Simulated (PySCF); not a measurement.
Low-lying terms of S⁶⁺ (sulfur, charge +6)

Ground state [Ne], ¹S. Computed with PySCF 2.14 in aug-cc-pwCVTZ with one added diffuse shell each of s, p, d, f type (9s8p6d4f, 91 functions), with the non-relativistic Hamiltonian (point nucleus). Vertical excitation energies in eV without spin-orbit coupling; excited terms of each kind are numbered among those the solver found. Frozen: nothing.

```tsv
term	leading excitation	EOM-EE-CCSD
1 3P°	2p → s	170.26
1 1P°	2p → s	171.63
1 3S	2p → p	181.48
1 3D	2p → p	183.82
1 1D	2p → p	184.82
1 1P	2p → p	185.03
1 3P	2p → p	185.08
1 1S	2p → p	192.02
2 3P°	2p → d	201.33
1 3F°	2p → d	202.17
1 1F°	2p → d	202.83
1 1D°	2p → d	203.36
2 3S	2p → p	228.90
2 1D	2p → p	231.13
```

The solver can miss terms.
